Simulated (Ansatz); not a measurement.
Z-matrix (Å, degrees):
```
C
Se 1 1.952
H 1 1.090 2 110.9
H 1 1.090 2 110.9 3 -124.0
H 1 1.088 2 106.7 3 118.0
B 2 1.963 1 98.8 3 62.0
O 6 1.356 2 116.2 1 -180.0
O 6 1.364 2 124.3 1 -0.0
H 7 0.962 6 112.1 2 180.0
H 8 0.959 6 114.5 2 0.0
```

Total charge 0; spin multiplicity 1.

(1) List the PBE0/def2-TZVPP orbital energies in eV (the Gaussian-basis code of Ansatz). (An estimate is asked.)

Results:

(1) Computed: Occupied: -12361.20, -1584.00, -1421.04, -1420.99, -1420.96, -523.31, -523.04, -279.11, -214.42, -186.18, -158.01, -157.87, -157.75, -58.01, -57.98, -57.87, -57.75, -57.74, -29.40, -28.49, -21.26, -18.03, -16.11, -15.38, -12.76, -12.32, -11.58, -11.38, -10.86, -10.06, -9.55, -8.42, -6.64. Lowest empty: 0.19, 0.72, 1.14, 1.74, 2.33, 2.60, 2.93, 2.93.
